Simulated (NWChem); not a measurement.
# SiH$_{2}$O$_{2}$ICl; SMILES O[Si](Cl)(O)I

```xyz
7

O     -1.2050     1.4297     1.3799
Si    -0.4162     1.0217     0.0071
O     -1.3743     1.3692    -1.2800
Cl     1.3161     2.1042    -0.0037
I      0.1498    -1.3583    -0.0500
H     -2.0989     1.0876     1.4871
H     -1.1247     1.0150    -2.1394
```
Atoms are numbered in this order, from 1.

Level: PBE0/def2-SVP with def2 effective core potentials on I (NWChem), optimised geometry, unscaled harmonic frequencies. def2 effective core potentials on I; no spin-orbit coupling.

### Question
List the harmonic frequencies with IR intensities, and the thermochemistry.

### Answer
```json
[
 {"frequency (cm⁻¹)": "107", "IR intensity (km/mol)": "27.0"},
 {"frequency (cm⁻¹)": "142", "IR intensity (km/mol)": "7.6"},
 {"frequency (cm⁻¹)": "184", "IR intensity (km/mol)": "62.9"},
 {"frequency (cm⁻¹)": "224", "IR intensity (km/mol)": "4.9"},
 {"frequency (cm⁻¹)": "244", "IR intensity (km/mol)": "17.7"},
 {"frequency (cm⁻¹)": "273", "IR intensity (km/mol)": "82.4"},
 {"frequency (cm⁻¹)": "306", "IR intensity (km/mol)": "17.6"},
 {"frequency (cm⁻¹)": "411", "IR intensity (km/mol)": "137.1"},
 {"frequency (cm⁻¹)": "576", "IR intensity (km/mol)": "214.7"},
 {"frequency (cm⁻¹)": "794", "IR intensity (km/mol)": "282.1"},
 {"frequency (cm⁻¹)": "795", "IR intensity (km/mol)": "220.6"},
 {"frequency (cm⁻¹)": "911", "IR intensity (km/mol)": "142.5"},
 {"frequency (cm⁻¹)": "1001", "IR intensity (km/mol)": "105.5"},
 {"frequency (cm⁻¹)": "3922", "IR intensity (km/mol)": "162.9"},
 {"frequency (cm⁻¹)": "3928", "IR intensity (km/mol)": "126.2"}
]
```

- zero-point energy = 19.7 kcal/mol
- thermal correction to the enthalpy at 298.15 K (with zero-point energy) = 25.0 kcal/mol
- heat capacity Cv = 23.3 cal/(mol K)
- entropy at 298.15 K and 1 atm (symmetry number 1) = 88.6 cal/(mol K)

Rigid rotor and harmonic oscillator.
